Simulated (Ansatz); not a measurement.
`CN1[SiH2]C1F`, relaxed with RKS PBE0-D4/def2-TZVP in Ansatz 0.2.0 from a PBE-D4/def2-SVP geometry. The force threshold is 0.005 eV/Å; the program also tests the step.

The species carries charge 0 and has multiplicity 1.

Start:

```xyz
11

C    -0.851    0.556    1.208
N    -0.137    0.227   -0.002
Si   -0.009   -0.483   -1.574
C     1.215   -0.152   -0.167
F     1.645   -1.238    0.606
H    -0.899   -0.301    1.918
H    -1.888    0.859    0.961
H    -0.362    1.407    1.733
H    -0.278    0.394   -2.763
H    -0.442   -1.901   -1.809
H     2.005    0.630   -0.113
```

```tsv
step	energy (eV)	largest force (eV/Å)	largest move (Å)
1	-14247.7421	0.887	0.000
2	-14247.7949	0.676	0.027
3	-14247.8076	0.097	0.020
4 (rejected)	-14247.8029	0.470	0.077
5	-14247.8100	0.100	0.034
6	-14247.8141	0.135	0.097
7	-14247.8151	0.066	0.066
8	-14247.8167	0.088	0.048
9	-14247.8175	0.056	0.018
10	-14247.8183	0.023	0.039
11	-14247.8188	0.041	0.063
12	-14247.8191	0.028	0.021
13	-14247.8193	0.013	0.035
14 (rejected)	-14247.8193	0.027	0.034
15	-14247.8194	0.004	0.017
16	-14247.8194	0.005	0.016
17	-14247.8194	0.004	0.004
```

End:

```xyz
11

C    -0.848    0.569    1.195
N    -0.197   -0.063    0.085
Si   -0.008   -0.485   -1.542
C     1.181   -0.247   -0.141
F     1.760   -1.319    0.530
H    -0.765   -0.039    2.100
H    -1.908    0.702    0.972
H    -0.415    1.556    1.402
H    -0.194    0.541   -2.600
H    -0.451   -1.824   -1.995
H     1.845    0.611   -0.008
```

Run time 57 s (4 threads of an Arm Neoverse V1 on a shared host); peak host memory 0.48 GiB.
